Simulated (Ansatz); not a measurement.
## Counterpoise correction, worked out

The pair of K⁺ (SMILES [K+], atom 1) and C$_{2}$H$_{6}$ (SMILES CC, atoms 2–9), both closed shells, in one local arrangement (a lower one may exist), relaxed at PBE0-D4/def2-TZVP:

| atom | x (Å) | y (Å) | z (Å) |
| --- | --- | --- | --- |
| K1 | -0.2101 | 0.5871 | -3.2148 |
| C2 | -0.7139 | 0.0643 | 0.3009 |
| C3 | 0.7696 | -0.2087 | 0.4861 |
| H4 | -0.9063 | 1.0787 | -0.0696 |
| H5 | -1.1895 | -0.6628 | -0.3688 |
| H6 | -1.2493 | -0.0114 | 1.2482 |
| H7 | 0.9395 | -1.2094 | 0.8857 |
| H8 | 1.2180 | 0.5038 | 1.1798 |
| H9 | 1.3419 | -0.1415 | -0.4476 |

Computed with Ansatz 0.2.0 (basis: def2-TZVPPD); correlated methods freeze the cores. The outer core shell of Li, Na, Mg and K is correlated. The def2 sets are not built for correlating such inner shells, so the correlated values are less sure here.

CCSD(T) total energies in eV:

| system | geometry | basis functions | energy |
| --- | --- | --- | --- |
| pair | pair | all | -18472.56031 |
| K⁺ | as in the pair | all (partner as ghosts) | -16304.27173 |
| C$_{2}$H$_{6}$ | as in the pair | all (partner as ghosts) | -2168.11133 |
| K⁺ | as in the pair | its own | -16304.24723 |
| C$_{2}$H$_{6}$ | as in the pair | its own | -2168.10873 |
| K⁺ | free (PBE0-D4 minimum) | its own | -16304.24723 |
| C$_{2}$H$_{6}$ | free (PBE0-D4 minimum) | its own | -2168.11945 |

Task: Work out the interaction energy with and without the counterpoise correction, the superposition error, and the binding energy from the relaxed fragments.

Result: Without correction: -18472.56031 − (-16304.24723) − (-2168.10873) = -0.20435 eV.
With correction (each fragment in the whole basis): -18472.56031 − (-16304.27173) − (-2168.11133) = -0.17725 eV = -4.09 kcal/mol.
The superposition error is the difference, 0.02710 eV, 13 % of the uncorrected value: each fragment borrows its partner's functions.
Deformation from the free shapes: 0.00000 eV for K⁺ and 0.01072 eV for C$_{2}$H$_{6}$.
Binding energy from relaxed fragments: -0.17725 + 0.00000 + 0.01072 = -0.16653 eV = -3.84 kcal/mol (electronic, without zero-point energy; negative means bound). For comparison, the corrected interaction energy by CCSD(T) at an estimated basis limit (MP2 extrapolated from triple and quadruple zeta, plus CCSD(T) − MP2 in triple zeta) is -0.188 eV; triple zeta with the correction binds less.

T1 diagnostic: at most 0.008.

For scale, one of the runs: CCSD(T)/def2-TZVPPD, 212 basis functions, launched by `ansatz run in.yaml --threads 2 --pin off --events-out ev --progress --plain --max-ram 5222MiB`. Time: 25 s of wall clock on 2 CPU threads of an Intel Xeon 6975P-C; the host was shared. Peak host memory: 3.3 GiB.
